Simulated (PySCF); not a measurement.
A GIAO shielding run with PySCF 2.14 (density fitting, non-relativistic, gas phase) on `C1=CN=CC=C1[P-]CC=C`, [C8H9NP]-:

```
$ OMP_NUM_THREADS=1 python probes_run.py task.json out

{"job": {"kind": "nmr", "xc": "PBE0", "basis": "pcSseg-1"}, "charge": -1, "multiplicity": 1}
C      2.439821    -0.371872     1.577143
C      2.233509    -1.056635     0.462218
C      2.013289    -0.481305    -0.881244
P      0.368026    -1.077294    -1.618308
C     -0.821479    -0.098009    -0.780792
C     -0.598748     0.905722     0.189074
C     -1.662973     1.586255     0.722512
N     -2.945001     1.390148     0.406867
C     -3.163086     0.439013    -0.509692
C     -2.184781    -0.301631    -1.112738
H      2.544140    -0.855565     2.536570
H      2.501552     0.705777     1.583526
H      2.173929    -2.138583     0.503865
H      2.758171    -0.874615    -1.583041
H      2.074881     0.609354    -0.885124
H      0.401110     1.137679     0.520852
H     -1.495090     2.360759     1.469545
H     -4.210817     0.280552    -0.759793
H     -2.436255    -1.055516    -1.848902
```

Hardware: 1 thread of an INTEL XEON PLATINUM 8581C, shared host. The job also computes population analyses, field gradients, ring-centre shieldings.

Question: How large is the calculation?

Answer: 80 electrons, 222 basis functions and 1163 auxiliary functions.

Question: How long does it take, and how much memory does it need?

Answer: 55 s of wall time, with 14 SCF cycles and 5 response iterations; peak memory 1 GiB. Times on a shared host scatter by some tens of per cent.
